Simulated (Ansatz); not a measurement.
Zn2Cu. The state is a doublet with charge 0. Geometry PBE-D4/def2-TZVP.

Cartesian coordinates in Å:
```
Cu 0.347 1.116 -2.203
Zn -0.358 -1.170 2.308
Zn 0.010 0.054 -0.106
```

Another isomer (doublet) lies 0.28 eV lower at PBE0-D4/def2-TZVP; other spin states weren't run for this one.

(1) Estimate the α-spin orbital energies around the gap (eV) in Ansatz with PBE-D4/def2-TZVP, r2SCAN-D4/def2-TZVP, PBE0-D4/def2-TZVP, ωB97M-V/def2-TZVP.

Results:

(1) 
| orbital | PBE-D4/def2-TZVP | r2SCAN-D4/def2-TZVP | PBE0-D4/def2-TZVP | ωB97M-V/def2-TZVP |
| --- | --- | --- | --- | --- |
| HOMO−5 | -5.41 | -5.50 | -7.36 | -10.00 |
| HOMO−4 | -5.41 | -5.50 | -7.36 | -9.99 |
| HOMO−3 | -5.24 | -5.33 | -7.28 | -9.91 |
| HOMO−2 | -5.24 | -5.33 | -7.28 | -9.91 |
| HOMO−1 | -5.23 | -5.33 | -6.45 | -8.54 |
| HOMO | -3.83 | -4.08 | -4.25 | -5.70 |
| LUMO | -2.26 | -2.11 | -1.57 | 0.01 |
| LUMO+1 | -2.26 | -2.11 | -1.57 | 0.01 |
| LUMO+2 | -1.71 | -1.68 | -1.13 | 0.37 |
| LUMO+3 | -0.85 | -0.62 | -0.13 | 1.46 |
| LUMO+4 | -0.85 | -0.62 | -0.13 | 1.46 |
| LUMO+5 | 0.89 | 1.57 | 1.54 | 2.75 |
| β HOMO | -5.09 | -5.16 | -6.09 | -7.94 |
| β LUMO | -3.25 | -2.85 | -2.34 | -0.99 |
